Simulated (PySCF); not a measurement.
Species: RbI.
Structure used (PBE0-D3(BJ)/def2-SVP), in Å, numbered top down from 1:
```xyz
2
RbI angstrom
Rb     1.627   -0.032    0.003
I     -1.610    0.003   -0.016
```

The calculation used PySCF 2.14.0, PBE0-D3(BJ)/def2-SVP geometry optimisation, gas phase, def2 core potentials past Kr.

Masses are those of the commonest isotopes; rigid-rotor values at the optimised geometry. 

Q: What are the moment of inertia and the rotational constant?

A: I = 533.124 u·Å², B = 505379 MHz·u·Å²/I = 948.0 MHz (0.0316 cm⁻¹, or 0.045 K as hB/k). For two atoms I = μr² with μ = 50.8728 u and r = 3.2372 Å.

Q: List the first levels of a rigid rotor in a Σ state.

A: E(J) = BJ(J+1): J = 1: 0.063, J = 2: 0.190, J = 3: 0.379, J = 4: 0.632, J = 5: 0.949, J = 6: 1.328 cm⁻¹.

Q: Where do the first rotational lines fall?

A: The dipole is 11.85 D; J+1 ← J lies at 2B(J+1): 1 ← 0 at 1.90 GHz, 2 ← 1 at 3.79 GHz, 3 ← 2 at 5.69 GHz, 4 ← 3 at 7.58 GHz, 5 ← 4 at 9.48 GHz, 6 ← 5 at 11.38 GHz.

Q: Estimate the classical rotational partition function at 10 K, 25 K and 298.15 K.

A: Point group C∞v, symmetry number σ = 1; q = kT/(σhB), k/h = 20836.6 MHz/K: 220 at 10 K, 550 at 25 K, 6550 at 298.15 K.

Not checked by PBE0-D3(BJ)/def2-SVP frequencies. These are rigid-rotor constants of the computed structure; measured ground-state constants (B0) also hold zero-point vibration.

Time: 7.2 s; peak memory 0.28 GiB. Hardware: an Arm Neoverse N1 with one thread (shared host). That covers the optimisation of the geometry.
